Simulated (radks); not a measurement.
All-electron atom: Zr8+ in [Ar] 3d10 4s2 4p2. Calculated with a radial shooting solver on a logarithmic mesh with Libxc functionals: non-relativistic Kohn-Sham, TPSS, spin-polarised, spherical densities, point nucleus; open shells are filled with parallel spins first (spin-orbit coupling, left out, can overturn this in heavy ions); meta-GGA in the generalised Kohn-Sham scheme; relativity is left out, which matters for an element this heavy.

Unscreened Slater integrals over Kohn-Sham orbitals (cm^-1). They are taken over the spin-up orbitals. Empty in this configuration: 4d.

| integral | value |
|---|---|
| F0(4p,4p) | 164550 |
| F2(4p,4p) | 88060 |
| F0(4p,4s) | 169050 |
| G1(4p,4s) | 116540 |
| F0(4p,3d) | 210300 |
| F2(4p,3d) | 52407 |
| G1(4p,3d) | 17541 |
| G3(4p,3d) | 16981 |
| F0(4p,3p) | 209230 |
| F2(4p,3p) | 53918 |
| G0(4p,3p) | 14179 |
| G2(4p,3p) | 16978 |
| F0(4p,4d) | 153560 |
| F2(4p,4d) | 79833 |
| G1(4p,4d) | 100870 |
| G3(4p,4d) | 63332 |
| F0(4s,4s) | 174050 |
| F0(4s,3d) | 219910 |
| G2(4s,3d) | 19116 |
| F0(4s,3p) | 218790 |
| G1(4s,3p) | 18426 |
| F0(4s,4d) | 157070 |
| G2(4s,4d) | 76891 |
| F0(3d,3d) | 446840 |
| F2(3d,3d) | 219620 |
| F4(3d,3d) | 139420 |
| F0(3d,3p) | 432800 |
| F2(3d,3p) | 209250 |
| G1(3d,3p) | 245220 |
| G3(3d,3p) | 155430 |
| F0(3d,4d) | 190380 |
| F2(3d,4d) | 43119 |
| F4(3d,4d) | 20027 |
| G0(3d,4d) | 15309 |
| G2(3d,4d) | 17399 |
| G4(3d,4d) | 13143 |
| F0(3p,3p) | 425380 |
| F2(3p,3p) | 214630 |
| F0(3p,4d) | 188660 |
| F2(3p,4d) | 42239 |
| G1(3p,4d) | 10582 |
| G3(3p,4d) | 10435 |
| F0(4d,4d) | 144840 |
| F2(4d,4d) | 75615 |
| F4(4d,4d) | 51089 |

Derived for the open shells (J is the average intra-shell exchange parameter used in DFT+U). 4p: J = F2/5 = 17610 cm^-1.
